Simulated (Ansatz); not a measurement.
Basis-set series for H6IN3Zr (`[NH2][Zr]([NH2])([NH2])[I]`). Charge 0, multiplicity 1. Zr, I: def2 effective core potential. The structure was optimised at the PBE0-D4/def2-TZVP level. It is one conformer, not always the lowest.

```
functional       basis  functions  energy (Eh)  HOMO (eV)  LUMO (eV)
   PBE0-D4    def2-SVP        129   -512.50197      -6.97      -0.53
   PBE0-D4  def2-QZVPP        514   -512.74025      -7.13      -0.76
   ωB97M-V    def2-SVP        129   -512.50639      -9.07       0.94
   ωB97M-V  def2-QZVPP        514   -512.75257      -9.25       0.40
```

Give the rows for def2-TZVPP. (Estimate.)

Ansatz gave: 
| functional | basis | functions | energy (Eh) | HOMO (eV) | LUMO (eV) |
| --- | --- | --- | --- | --- | --- |
| PBE0-D4 | def2-TZVPP | 283 | -512.72596 | -7.10 | -0.72 |
| ωB97M-V | def2-TZVPP | 283 | -512.73902 | -9.22 | 0.72 |

Positive LUMOs are unbound and depend on the basis.
